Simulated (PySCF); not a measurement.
Computed shifts of a molecule C5H7BO, PBE/pcSseg-1 (PySCF), GIAO, gas phase, equivalent atoms averaged, in ppm (number of nuclei): ¹³C: 146.3 (1), 144.7 (1), 110.6 (1), 94.4 (1), 8.1 (1). ¹H: 6.99 (1), 6.68 (1), 6.55 (1), 5.46 (1), 2.32 (3). References: ¹³C against TMS (σ = 182.0 ppm); ¹¹B against BF3 (σ = 83.9 ppm); ¹⁷O against H2O (σ = 334.3 ppm); ¹H against TMS (σ = 31.49 ppm), references at their B3LYP-D3(BJ)/def2-TZVP geometries, non-relativistic. Coordinates come from a PBE0-D3(BJ)/def2-SVP optimisation. One conformer was computed; it need not be the lowest.

### Question
Which structure fits?
A) C=CB1COC1=C
B) C=CB(O)C#CC
C) C#C[C@H]1CB(C)O1
D) C#CCB1CCO1

### Answer
B, C=CB(O)C#CC
